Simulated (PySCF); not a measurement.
# Solvent effects on NMR parameters

Molfile (atoms numbered from 1):
```
C4H8F2O2Si
     RDKit          3D

 17 17  0  0  0  0  0  0  0  0999 V2000
    1.1463   -0.0035    1.7988 F   0  0  0  0  0  0  0  0  0  0  0  0
    1.5003   -0.8078    0.7629 C   0  0  0  0  0  0  0  0  0  0  0  0
    1.4696   -2.0831    1.2026 F   0  0  0  0  0  0  0  0  0  0  0  0
    0.5366   -0.6303   -0.4014 C   0  0  1  0  0  0  0  0  0  0  0  0
   -0.8927   -1.0830   -0.0969 C   0  0  0  0  0  0  0  0  0  0  0  0
   -1.6559   -0.1876    0.8724 C   0  0  0  0  0  0  0  0  0  0  0  0
   -1.6892    1.1535    0.4328 O   0  0  0  0  0  0  0  0  0  0  0  0
   -0.3372    1.9089   -0.1595 Si  0  0  0  0  0  4  0  0  0  0  0  0
    0.6096    0.7030   -0.8357 O   0  0  0  0  0  0  0  0  0  0  0  0
    2.5340   -0.5497    0.4766 H   0  0  0  0  0  0  0  0  0  0  0  0
    0.9326   -1.2674   -1.2115 H   0  0  0  0  0  0  0  0  0  0  0  0
   -1.4359   -1.1087   -1.0554 H   0  0  0  0  0  0  0  0  0  0  0  0
   -0.8668   -2.1132    0.2899 H   0  0  0  0  0  0  0  0  0  0  0  0
   -2.6976   -0.5381    0.9466 H   0  0  0  0  0  0  0  0  0  0  0  0
   -1.2185   -0.2471    1.8835 H   0  0  0  0  0  0  0  0  0  0  0  0
   -0.7393    2.8437   -1.2396 H   0  0  0  0  0  0  0  0  0  0  0  0
    0.4137    2.6368    0.9011 H   0  0  0  0  0  0  0  0  0  0  0  0
  1  2  1  0
  2  3  1  0
  2  4  1  0
  4  5  1  0
  5  6  1  0
  6  7  1  0
  7  8  1  0
  8  9  1  0
  9  4  1  0
  2 10  1  0
  4 11  1  6
  5 12  1  0
  5 13  1  0
  6 14  1  0
  6 15  1  0
  8 16  1  0
  8 17  1  0
M  END
```

GIAO PBE0/pcSseg-1 in PySCF 2.14.0 with density-fitted response routines on one PBE0-D3(BJ)/def2-SVP conformer, non-relativistic, equivalent nuclei averaged. Solvents enter as an IEF-PCM continuum (benzene with ε = 2.3, dimethylsulfoxide with ε = 46.8) around the gas-phase geometry. Shifts are referred to CFCl3, TMS computed in the same medium.

Gas phase, δ in ppm: F3 -143.3, F1 -143.7, C2 120.5, C4 72.3, C6 63.2, C5 30.0, Si8 -26.3, H10 6.02, H17 5.16, H16 4.85, H15 4.54, H14 3.95, H11 3.88, H12 2.26. Dipole moment 1.48 D.

Question: How does each δ change in the continuum?

Answer: 
```tsv
atoms	environment	Δδ, benzene	Δδ, dimethylsulfoxide
F3	fluorine of a CF2 group	-0.5	-0.7
F1	fluorine of a CF2 group	-0.8	-1.7
C2	sp3 CH bonded to 2 F	+0.7	+1.6
C4	sp3 CH bonded to O	+0.3	+0.8
C6	sp3 CH2 bonded to O	+0.6	+1.5
C5	sp3 CH2 in a ring	+0.3	+0.8
Si8	silicon bonded to 2 O, 2 H, in a 6-membered ring	0.0	0.0
H10	hydrogen on an sp3 CH bonded to 2 F	+0.11	+0.25
H17	hydrogen on a silicon bonded to 2 O, in a 6-membered ring	-0.02	-0.05
H16	hydrogen on a silicon bonded to 2 O, in a 6-membered ring	-0.01	-0.02
H15	hydrogen on an sp3 CH2 bonded to O	0.00	0.00
H14	hydrogen on an sp3 CH2 bonded to O	+0.06	+0.13
H11	hydrogen on an sp3 CH bonded to O	+0.12	+0.27
H12	hydrogen on an sp3 CH2 in a ring	+0.08	+0.16
```

Changes are relative to the gas phase. The dipole moment becomes 1.70 D in benzene, 2.00 D in dimethylsulfoxide.

Question: Which of the listed nuclei move most (in ppm), and what does the model miss? (N and O are left out, as their reference compounds move with the solvent too.)

Answer: F1 (fluorine of a CF2 group, -1.7 ppm) in dimethylsulfoxide. A continuum only polarises the solute; specific hydrogen bonds, the anisotropy of aromatic solvents and changes of geometry or conformer are outside it.
